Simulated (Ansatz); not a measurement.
CF+, closed-shell singlet (lowest of 2S+1 = 1, 3, 5 at CCSD(T)/def2-TZVPP on PBE0 minima; our sources give no spin for the ground state, which may be another), most abundant isotopes (12.0000 and 18.9984 u). Constants from fifth-degree fits in 1/R to seven points on the lowest solution found; no spin–orbit coupling, no relativity up to Kr; ω_e x_e and α_e move by some per cent with the fit.

Frozen-core correlation. CBS(a, b) extrapolates the correlation energy as X⁻³ and adds the Hartree–Fock energy of set b.

Codes used: Ansatz (Gaussian orbitals). Each number belongs to the level named beside it.

| level | r_e (Å) | ω_e (cm⁻¹) | ω_e x_e (cm⁻¹) | α_e (cm⁻¹) |
|---|---|---|---|---|
| PBE/def2-TZVPP | 1.1696 | 1703.6 | 12.7 | 0.0191 |
| CCSD(T)/CBS(aug-cc-pVQZ, aug-cc-pV5Z) | 1.1564 | 1790.8 | 12.8 | 0.0185 |

**Question.** Derive the rotational constants, the centrifugal constant, the fundamental, the zero-point energy and the force constant.

**Answer.** 
μ = 7.35460 u.
- PBE/def2-TZVPP: B_e = 16.8576/(μ r_e²) = 1.6757 cm⁻¹; B₀ = B_e − α_e/2 = 1.6661 cm⁻¹; D = 4B_e³/ω_e² = 6.48e-06 cm⁻¹; fundamental ω_e − 2ω_e x_e = 1678 cm⁻¹; zero-point energy ω_e/2 − ω_e x_e/4 = 849 cm⁻¹; k = μ(2πcω_e)² = 1260 N/m; the line J = 1 ← 0 at 2B₀ = 99.90 GHz
- CCSD(T)/CBS(aug-cc-pVQZ, aug-cc-pV5Z): B_e = 16.8576/(μ r_e²) = 1.7141 cm⁻¹; B₀ = B_e − α_e/2 = 1.7048 cm⁻¹; D = 4B_e³/ω_e² = 6.28e-06 cm⁻¹; fundamental ω_e − 2ω_e x_e = 1765 cm⁻¹; zero-point energy ω_e/2 − ω_e x_e/4 = 892 cm⁻¹; k = μ(2πcω_e)² = 1390 N/m; the line J = 1 ← 0 at 2B₀ = 102.2 GHz

Ansatz is a quantum-chemistry and plane-wave program.
